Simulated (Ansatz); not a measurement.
One reagent, a row of partners

Four-centre ligand exchange: HCl meets different compounds of B. Each row is one chosen step, not always the lowest open to these reactants.

Gas-phase electronic energies, without zero-point energy, by CCSD(T) at an estimated basis limit (MP2 extrapolated from triple and quadruple zeta, plus CCSD(T) − MP2 in triple zeta); Ansatz 0.2.0, def2-TZVPP and QZVPP, frozen cores, on PBE0-D4/def2-TZVP structures. Extrapolation: Hartree–Fock as exp(−7.88 √X), correlation as X^−2.97. All energies, in kJ/mol, count from the separated reactants, without counterpoise correction; the start and end structures are the complexes reached by relaxing down from the saddle, and deeper ones may exist. Brackets give SMILES, or, where every atom is bracketed, only which atoms are joined. Steps whose reference was doubtful or whose search ended elsewhere are left out.

| reactants | products | broken | formed | start structure | saddle | end structure | saddle by PBE0-D4/TZ |
| --- | --- | --- | --- | --- | --- | --- | --- |
| BNH₄ ([BH2][NH2]) + HCl | BH₂Cl ([BH2][Cl]) + NH₃, still joined by a dative B–N bond | B–N, Cl–H | B–Cl, H–N | -10.8 | ? | -73.6 | 44.2 |
| BH₂O₂F ([OH][B]([OH])[F]) + HCl | BH₂ClO₂ ([OH][B]([OH])[Cl]) + HF | B–F, Cl–H | B–Cl, F–H | -9.0 | 147.4 | 40.2 | 125.8 |
| BF₃ ([F][B]([F])[F]) + HCl | BClF₂ ([F][B]([F])[Cl]) + HF | B–F, Cl–H | B–Cl, F–H | -9.3 | 124.8 | 50.6 | 102.3 |

Question: What is the height of the saddle for BNH₄ ([BH2][NH2]) + HCl? (To be estimated.)

Answer: Computed: 62.5 kJ/mol relative to the separated reactants, the lowest of the series; above its start structure the barrier is 62.5 − (-10.8) ≈ 73.2 kJ/mol.

Question: How do the PBE0-D4 saddles lie against the coupled-cluster estimate?

Answer: All lower, by 18.3 to 22.5 kJ/mol.

The T1 diagnostic stays at or below 0.013.

For scale, one of the runs: CCSD(T)/def2-TZVPP, 208 basis functions (an equivalent command: `ansatz run in.yaml --threads 4`). The run took 64 s on 4 CPU threads (shared host), with 3 GiB of host memory at its peak.
